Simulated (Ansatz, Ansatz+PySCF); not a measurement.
```json
{"atom": "Os", "x (Å)": "0.0000", "y (Å)": "0.0000", "z (Å)": "0.0000"}
{"atom": "F", "x (Å)": "0.0000", "y (Å)": "0.0000", "z (Å)": "1.8300"}
{"atom": "F", "x (Å)": "0.0000", "y (Å)": "0.0000", "z (Å)": "-1.8300"}
{"atom": "F", "x (Å)": "1.8300", "y (Å)": "0.0000", "z (Å)": "0.0000"}
{"atom": "F", "x (Å)": "-1.8300", "y (Å)": "0.0000", "z (Å)": "0.0000"}
{"atom": "F", "x (Å)": "0.0000", "y (Å)": "1.8300", "z (Å)": "0.0000"}
{"atom": "F", "x (Å)": "0.0000", "y (Å)": "-1.8300", "z (Å)": "0.0000"}
```

Basis set: def2-SVP on F; def2-TZVPP on Os (spherical functions, with the set's core potentials past Kr). Charge 0, multiplicity 3.

Computed with Ansatz (development build ahead of 0.2.0); each method stands on the lowest determinant of its kind that the runs found. Restricted functionals stand beside restricted open-shell atoms, which can lie above the unrestricted atoms usual in DFT and then raise those values.

Task: Give the atomization energy at this shape (free ground-state atoms in the same class of orbitals less the molecule, no zero-point energy) of triplet OsF₆ by ωB97X (unrestricted), PBE0 (unrestricted), PBE0 (restricted open-shell), UHF, ROHF.

Result:

| method | atomization energy |
| --- | --- |
| ωB97X (unrestricted) | 25.38 eV |
| PBE0 (unrestricted) | 25.23 eV |
| PBE0 (restricted open-shell) | 25.51 eV |
| UHF | 11.49 eV |
| ROHF | 12.07 eV |

Caution: other spin multiplicities may lie lower.

The shape needn't be a minimum at these levels.
